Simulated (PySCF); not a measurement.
Excitations are Tamm–Dancoff values on a coarser integration grid. The basis has no diffuse functions, so Rydberg states are missing or too high.

Cartesian coordinates (Å):
```xyz
15

C      1.9736     0.3637    -0.0588
C      0.7547    -0.2021     0.6704
C     -0.3913    -0.5136    -0.2638
C     -1.8049    -0.5223     0.2462
C     -1.3408     0.5810    -0.6693
H      2.7851     0.5891     0.6378
H      2.3533    -0.3499    -0.7957
H      1.7156     1.2836    -0.5900
H      1.0389    -1.1092     1.2162
H      0.4095     0.5158     1.4234
H     -0.1611    -1.2454    -1.0330
H     -1.9611    -0.2781     1.2906
H     -2.4940    -1.2583    -0.1488
H     -1.1854     1.5624    -0.2358
H     -1.7162     0.5954    -1.6848
```
Charge 0, multiplicity 1.

Q: Give the S1 excitation (TDA), brightest of the four lowest singlets (TDA) and HOMO–LUMO gap at the level TPSSh-D3(BJ)/def2-TZVP run with PySCF 2.14.0.

A: 
The S1 excitation (TDA) comes out as 7.89 eV and the brightest of the four lowest singlets (TDA) is 8.40 eV. The HOMO–LUMO gap is 8.35 eV.
